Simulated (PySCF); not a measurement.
# How methods differ on the ionisation energy of C+

C+ [He] 2s2 2p1 [2p1/2^1, M_J = 1/2] → C(2+) [He] 2s2, as a difference of total energies. Computed with PySCF 2.14 in x2c-TZVPall-2c (5s3p2d1f, 31 functions), with the two-component X2C-1e Hamiltonian. Correlated levels: 1s2 frozen. "Screened" scales the spin-orbit matrix elements by Boettger's factors to mimic the two-electron term; Breit and QED terms are absent.

```
                    method  ionisation energy (eV)  error (eV)
           GHF (spin-free)                  24.197      -0.186
          GMP2 (spin-free)                  24.361      -0.022
 GHF (screened spin-orbit)                  24.202      -0.181
GMP2 (screened spin-orbit)                  24.366      -0.017
```

Reference: 24.383 eV (measured; NIST Atomic Spectra Database, ionization energies).

Errors of the correlated levels include the incompleteness of this basis and the frozen core.

The determinant of C+ mixes levels of different J (the jj label is only the starting occupation), so the difference between spin-free and spin-orbit rows is not the physical spin-orbit shift.
